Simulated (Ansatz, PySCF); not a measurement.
System: PbI, net charge 1, singlet state. SMILES: [I][Pb+]
Geometry: optimised at B3LYP-D3(BJ)/def2-TZVP (Ansatz, a program for electronic structure).

Quantity: vertical ionisation energy (to the doublet state of charge +2; each state is the SCF solution reached for its spin), in eV. Cores are frozen in the correlated levels unless marked. UHF or UKS for open shells. Spin-orbit coupling is left out. The frozen core is the preceding noble-gas configuration, with the filled d and f shells of earlier blocks. Past Kr the def2 sets carry scalar-relativistic core potentials. CBS marks a two-point X^-3 extrapolation of the correlation energy; Hartree-Fock from the larger set.

| level | program | vertical ionisation energy (eV) | minus last row |
|---|---|---|---|
| SVWN5/def2-TZVPD | Ansatz | 15.47 | 0.36 |
| PBE/def2-TZVPD | Ansatz | 15.13 | 0.02 |
| r2SCAN/def2-TZVPD | Ansatz | 15.12 | 0.01 |
| B3LYP/def2-TZVPD | Ansatz | 15.13 | 0.02 |
| PBE0/def2-TZVPD | Ansatz | 15.04 | -0.07 |
| BHLYP/def2-TZVPD | Ansatz | 14.88 | -0.23 |
| CAM-B3LYP/def2-TZVPD | Ansatz | 15.04 | -0.07 |
| wB97M-V/def2-TZVPD | Ansatz | 14.89 | -0.22 |
| wB97X-V/def2-TZVPD | Ansatz | 14.93 | -0.18 |
| CCSD/def2-SVPD | Ansatz | 14.74 | -0.37 |
| CCSD/def2-TZVPPD | Ansatz | 14.80 | -0.31 |
| CCSD/def2-QZVPPD | Ansatz | 14.89 | -0.22 |
| CCSD/CBS(def2-TZVPPD,def2-QZVPPD) | Ansatz | 14.97 | -0.14 |
| CCSD(T)/def2-SVPD | Ansatz | 14.84 | -0.27 |
| CCSD(T)/def2-TZVPPD | Ansatz | 14.92 | -0.19 |
| CCSD(T)/def2-QZVPPD | Ansatz | 15.02 | -0.09 |
| CCSD(T)/CBS(def2-TZVPPD,def2-QZVPPD) | Ansatz | 15.11 | 0.00 |

For comparison, minus the highest occupied orbital energy (PySCF): 12.42 eV at TPSSh/def2-TZVPD, 11.86 eV at M06-L/def2-TZVPD, 12.04 eV at TPSS/def2-TZVPD.
